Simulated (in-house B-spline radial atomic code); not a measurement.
Configurations of Br V (Br4+), with energies counted from [Ar] 3d10 4s2 4p1. Method: non-relativistic RPBE, spin-polarised, spherical fractional occupations, point nucleus. Calculated with a B-spline radial code for spherical atoms. Shells without spins written out take the highest spin.

Occupations are held fixed; configurations that lie above the ionisation limit could autoionise.

| configuration | E - E(ref) (eV) | highest orbital | its <r> (bohr) |
| --- | --- | --- | --- |
| [Ar] 3d10 4s2 5s(0 up, 1 down) | 25.498 | 5s down | 3.162 |
| [Ar] 3d10 4s1 4p1 4d1 | 32.289 | 4d up | 2.136 |
| [Ar] 3d10 4s1 4p1 4f1 | 48.325 | 4f up | 3.094 |
| [Ar] 3d(5 up, 4 down) 4s2 4p(1 up, 0 down) 5s(1 up, 0 down) | 102.43 | 5s up | 3.072 |
| [Ar] 3d9 4s2 4p1 5d1 | 114.51 | 5d up | 4.182 |
| [Ne] 3s2 3p(3 up, 2 down) 3d10 4s2 4p(1 up, 0 down) 5f(1 up, 0 down) | 224.89 | 5f up | 5.493 |

Problem. Order these further configurations by energy, lowest first.
A. [Ar] 3d10 4s1 4p1 5s1
B. [Ar] 3d10 4s2 5p1
C. [Ar] 3d10 4s(1 up, 0 down) 4p(0 up, 1 down) 5s(1 up, 0 down)
D. [Ar] 3d10 4s1 4p2
E. [Ne] 3s2 3p5 3d10 4s2 4p1 4d1

Solution. D (11.032 eV), B (30.111 eV), A (38.1 eV), C (40.001 eV), E (199.57 eV).

Problem. How far above the reference does [Ar] 3d9 4s2 4p1 4f1 lie?

Solution. 113.03 eV; its least bound orbital is 4f up with <r> = 3.019 bohr.
